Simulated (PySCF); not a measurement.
Worked example: dipole moment from atomic charges

ClFGaH2N, SMILES [NH2][Ga]([F])[Cl]. Atoms are numbered in the order given.

```xyz
6

Ga     0.1197     0.0698    -0.2611
F      1.7941    -0.3367    -0.5332
Cl    -0.7192    -0.4779     1.6154
N     -0.7798     0.9591    -1.5230
H     -1.7743     1.1428    -1.4631
H     -0.3972     1.1348    -2.4450
```

The structure is a stationary point at r2SCAN-D4/def2-SVP. The values are those of a single conformer.

Charges (e) from PySCF with PBE0/def2-TZVPD:

| atom | IAO | ESP fit |
|---|---|---|
| Ga1 | 1.104 | 0.941 |
| F2 | -0.538 | -0.401 |
| Cl3 | -0.308 | -0.274 |
| N4 | -0.834 | -1.042 |
| H5 | 0.289 | 0.366 |
| H6 | 0.288 | 0.410 |

The dipole moment of the full density is 2.93 D.

Question: What dipole moment does each set of point charges give, and which comes closer to that of the density?

Answer: 
μ = Σ q r, and 1 e Å = 4.8032 D.
IAO: Σ q r = (-0.588, 0.263, -0.356) e Å, |μ| = 3.54 D.
ESP fit: Σ q r = (-0.409, 0.216, -0.425) e Å, |μ| = 3.02 D.
ESP fit comes closer in size. Point charges leave out the atoms' own dipoles (lone pairs, polarised bonds); fits to the potential absorb them, partitions of the density don't.
